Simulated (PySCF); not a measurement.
# Computed vibrations of [Eu(BH4)2]+

[Eu(BH4)2]+ (singlet in the valence; each metal's 4f electrons, 6 of them, lie in its core potential, out of spins and levels). PySCF 2.14.0, RKS PBE0, Eu lcecp-1-SVP with ECP52, B def2-SVP, H def2-SVP; non-relativistic Hamiltonian with scalar-relativistic core potentials where named; density fitting; no spin-orbit coupling. Central differences of gradients.

```xyz
11

Eu    0.0000    0.0000   -0.2126
B     2.0194   -0.0018    1.0911
H     2.9725    0.0182    1.8160
H     1.1147   -0.8119    1.4669
H     2.2426   -0.2963   -0.1131
H     1.3965    1.1071    1.0378
B    -2.0194    0.0016    1.0912
H    -2.9724   -0.0185    1.8161
H    -1.1147    0.8116    1.4671
H    -2.2426    0.2963   -0.1129
H    -1.3965   -1.1072    1.0376
```

Run from Python with OMP_NUM_THREADS=2. Where DIIS fails, smearing, a level shift and second-order steps follow.
It took 4.8 min on 2 threads of Arm Neoverse V1 (shared host).

Q: What are the harmonic wavenumbers and infrared intensities?

A: Modes are labelled in C2; negative numbers are unstable modes, those under 60 cm⁻¹ near the noise; a finer grid moves soft modes by up to 10 cm⁻¹.
```json
{"cm⁻¹": "127", "km/mol": "2.6", "symmetry": "a"}
{"cm⁻¹": "140", "km/mol": "1.8", "symmetry": "a"}
{"cm⁻¹": "146", "km/mol": "0.3", "symmetry": "b"}
{"cm⁻¹": "538", "km/mol": "67.7", "symmetry": "b"}
{"cm⁻¹": "556", "km/mol": "12.8", "symmetry": "a"}
{"cm⁻¹": "604", "km/mol": "13.0", "symmetry": "b"}
{"cm⁻¹": "642", "km/mol": "0.0", "symmetry": "a"}
{"cm⁻¹": "647", "km/mol": "0.7", "symmetry": "b"}
{"cm⁻¹": "656", "km/mol": "0.7", "symmetry": "a"}
{"cm⁻¹": "1076", "km/mol": "16.1", "symmetry": "b"}
{"cm⁻¹": "1076", "km/mol": "3.8", "symmetry": "a"}
{"cm⁻¹": "1091", "km/mol": "1.4", "symmetry": "a"}
{"cm⁻¹": "1104", "km/mol": "23.5", "symmetry": "b"}
{"cm⁻¹": "1224", "km/mol": "226.7", "symmetry": "b"}
{"cm⁻¹": "1251", "km/mol": "77.4", "symmetry": "a"}
{"cm⁻¹": "1270", "km/mol": "178.9", "symmetry": "b"}
{"cm⁻¹": "1278", "km/mol": "14.4", "symmetry": "a"}
{"cm⁻¹": "1290", "km/mol": "8.5", "symmetry": "b"}
{"cm⁻¹": "1292", "km/mol": "0.0", "symmetry": "a"}
{"cm⁻¹": "2174", "km/mol": "5.1", "symmetry": "a"}
{"cm⁻¹": "2175", "km/mol": "151.9", "symmetry": "b"}
{"cm⁻¹": "2196", "km/mol": "17.0", "symmetry": "a"}
{"cm⁻¹": "2196", "km/mol": "351.9", "symmetry": "b"}
{"cm⁻¹": "2253", "km/mol": "16.1", "symmetry": "b"}
{"cm⁻¹": "2262", "km/mol": "180.6", "symmetry": "a"}
{"cm⁻¹": "2714", "km/mol": "22.4", "symmetry": "b"}
{"cm⁻¹": "2715", "km/mol": "10.6", "symmetry": "a"}
```

Q: Is this a minimum?

A: Yes. Ideal gas at 298.15 K and 1 bar: S = 339.3 J/(mol K), Cp = 92.0 J/(mol K), H − H(0 K) = 18.1 kJ/mol (rigid rotor, harmonic modes, spin degeneracy alone, that of the 4f electrons in the core included).

An lcecp potential fixes the number of 4f electrons, so in runs with it no electron can move into or out of that shell.
